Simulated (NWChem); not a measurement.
System: C₂H₃Br; SMILES C=CBr

Excerpt of the output:

```
             Northwest Computational Chemistry Package (NWChem) 7.3.0
             --------------------------------------------------------

                             Geometry "geometry" -> ""
                             -------------------------

 Output coordinates in angstroms (scale by  1.889725989 to convert to a.u.)

  No.       Tag          Charge          X              Y              Z
 ---- ---------------- ---------- -------------- -------------- --------------
    1 C                    6.0000    -0.33656900     2.09983200     0.00000000
    2 C                    6.0000     0.51775600     1.08487100     0.00000000
    3 Br                  35.0000    -0.02805500    -0.74732400     0.00000000
    4 H                    1.0000    -1.41288000     1.96333800     0.00000000
    5 H                    1.0000     0.04420700     3.11812900     0.00000000
    6 H                    1.0000     1.59619600     1.19030400     0.00000000

 Effective nuclear repulsion energy (a.u.)     143.4423506627

  pbe96 is a nonlocal functional; adding pw91lda local functional.
                              NWChem Property Module
                              ----------------------

                                 NWChem DFT Module
                                 -----------------

 Summary of "ao basis" -> "ao basis" (spherical)
 ------------------------------------------------------------------------------
       Tag                 Description            Shells   Functions and Types
 ---------------- ------------------------------  ------  ---------------------
 C                         def2-svpd                 8       20   4s2p2d
 Br                        def2-svpd                15       41   6s5p4d
 H                         def2-svpd                 4        8   2s2p

            General Information
            -------------------
          SCF calculation type: DFT
          Wavefunction type:  closed shell.
          No. of atoms     :     6
          No. of electrons :    50
           Alpha electrons :    25
            Beta electrons :    25
          Charge           :     0
          Spin multiplicity:     1
          Use of symmetry is: off; symmetry adaption is: off
          Maximum number of iterations: 150
          AO basis - number of functions:   105
                     number of shells:    43
          Convergence on energy requested:  1.00D-06
          Convergence on density requested:  1.00D-05
          Convergence on gradient requested:  5.00D-04

              XC Information
              --------------
          PerdewBurkeErnzerhof Exchange Functional  1.000
            Perdew 1991 LDA Correlation Functional  1.000 local
           PerdewBurkeErnz. Correlation Functional  1.000 non-local

             Grid Information
             ----------------
          Grid used for XC integration:  medium
          Radial quadrature: Mura-Knowles
          Angular quadrature: Lebedev.
          Tag              B.-S. Rad. Rad. Pts. Rad. Cut. Ang. Pts.
          ---              ---------- --------- --------- ---------
          C                   0.70       49          12.0       434
          Br                  1.15      112          11.0       590
          H                   0.35       45          13.0       434
          Grid pruning is: on
          Number of quadrature shells:   345
          Spatial weights used:  Erf1

      Superposition of Atomic Density Guess
      -------------------------------------

 Sum of atomic energies:       -2648.83623847

      Non-variational initial energy
      ------------------------------

 Total energy =   -2650.138445
 1-e energy   =   -3968.933376
 2-e energy   =    1175.352580
 HOMO         =      -0.302618
 LUMO         =       0.010115

   convergence    iter        energy       DeltaE   RMS-Dens  Diis-err
 ---------------- ----- ----------------- --------- --------- ---------
 d= 0,ls=0.0,diis     1  -2651.2433705938 -2.79D+03  1.54D-02  4.80D-01
 d= 0,ls=0.0,diis     2  -2651.1762947495  6.71D-02  1.03D-02  8.87D-01
 d= 0,ls=0.0,diis     3  -2651.2622097142 -8.59D-02  3.73D-03  1.81D-01
 d= 0,ls=0.0,diis     4  -2651.2846337727 -2.24D-02  1.49D-03  2.03D-02
 d= 0,ls=0.0,diis     5  -2651.2872377303 -2.60D-03  5.25D-04  2.19D-03
  Resetting Diis
 d= 0,ls=0.0,diis     6  -2651.2875879537 -3.50D-04  5.31D-05  9.96D-06
 d= 0,ls=0.0,diis     7  -2651.2875890074 -1.05D-06  2.34D-05  8.59D-07
 d= 0,ls=0.0,diis     8  -2651.2875890013  6.12D-09  1.25D-05  9.45D-07
 d= 0,ls=0.0,diis     9  -2651.2875891322 -1.31D-07  2.39D-06  6.61D-08

         Total DFT energy =    -2651.287589132229
      One electron energy =    -3970.658034624299
           Coulomb energy =     1278.631005467228
    Exchange-Corr. energy =     -102.702910637895
 Nuclear repulsion energy =      143.442350662738

 Numeric. integr. density =       49.999997660165

                       DFT Final Molecular Orbital Analysis
                       ------------------------------------

[...]

 DFT Linear Response polarizability / au
 Frequency  =       0.0000000 / au
              X              Y              Z
 -----------------------------------------------
 X      44.0218858     -2.8770176     -0.0000001
 Y      -2.8770209     67.9501777      0.0000002
 Z      -0.0000001      0.0000002     36.3130497
 -----------------------------------------------
 Eigenvalues =      43.6808289     68.2912347     36.3130497
 Isotropic   =      49.4283711
 Anisotropic =      29.0048320
 -----------------------------------------------

 Magnetic Dipole Response Matrix (nonzero elements):

 Exiting AOResponse driver routine
```

Level: PBE/def2-SVPD. All runs use the structure optimised with B3LYP/6-31G* (spherical d).

**Question.** Reconstruct the input file.

**Answer.** This is not unique; one that fits is the input that was run:
```
start job
memory heap 200 mb stack 900 mb global 1100 mb
geometry units angstroms noautosym nocenter noautoz
  C     -0.336569     2.099832     0.000000
  C      0.517756     1.084871     0.000000
  Br    -0.028055    -0.747324     0.000000
  H     -1.412880     1.963338     0.000000
  H      0.044207     3.118129     0.000000
  H      1.596196     1.190304     0.000000
end
basis spherical
  * library def2-svpd
end
dft
  xc xpbe96 cpbe96
  iterations 150
end
property
  response 1 0.0
end
task dft property
```
